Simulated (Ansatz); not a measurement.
Input for Ansatz (an electronic-structure program): R-PBE0/def2-TZVPP on F2HOSb (SMILES [OH][Sb]([F])[F]), a point of a torsion scan. Elements past Kr take the def2 small-core potentials; no spin–orbit coupling.

Ansatz 0.2 input:
```yaml
crystal:
  periodic: [false, false, false]
  atoms:
    - {symbol: O, position_ang: [1.13677284, -0.53361102, 0.01418608]}
    - {symbol: Sb, position_ang: [-0.57975613, -0.27029784, 0.77095705]}
    - {symbol: F, position_ang: [-1.41422716, -0.14041340, -1.02537540]}
    - {symbol: F, position_ang: [-0.26071566, 1.69018159, 0.74962028]}
    - {symbol: H, position_ang: [1.58307100, 0.30499043, -0.12658334]}
basis:
  gaussian:
    orbitals: def2-TZVPP
hamiltonian:
  xc: {name: PBE0}
scf: {lower_state_search: off}
```

Problem. Predict the final total energy.

Solution. -515.7128 hartree.
